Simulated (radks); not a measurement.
Excited configurations of Eu I: one electron is placed in a higher orbital outside [Xe] 4f7 6s1. The ground configuration is [Xe] 4f7 6s2. Method: Dirac Kohn-Sham, PBE, spin-unpolarised, spherical densities, finite nucleus; open shells fill j = l - 1/2 first; Fermi nuclear charge, rms radius 5.1115 fm; computed with a radial shooting solver on a logarithmic mesh with Libxc functionals. Excitation = E - E(ground); binding = E(ion) - E, where the ion is the core of charge +1; n* = 1/sqrt(2 binding) in atomic units, and the quantum defect is n - n*.

outer orbital,excitation (eV),binding (eV),n*,quantum defect,eigenvalue (eV),<r> (bohr)
5f5/2,5.085,0.930,3.825,1.175,-0.428,16.80
6p1/2,2.344,3.671,1.925,4.075,-1.863,5.556
6d3/2,4.527,1.488,3.024,2.976,-0.720,11.51
7s1/2,3.879,2.136,2.524,4.476,-1.270,10.18
7d3/2,5.083,0.932,3.820,3.180,-0.534,21.22
7f5/2,5.537,0.478,5.338,1.662,-0.292,42.14

The Delta-SCF ionisation energy is 6.015 eV (NIST Atomic Spectra Database: 5.670 eV, measured). Self-interaction in the functional shifts the binding energies and quantum defects, so they are the method's values and not measured ones. Spin polarisation and multiplet splitting are left out, so open shells lie too high by an amount that depends on their filling.

Beside tabulated values, note that spin-unpolarised runs miss the spin-polarisation part of the exchange energy of open shells.
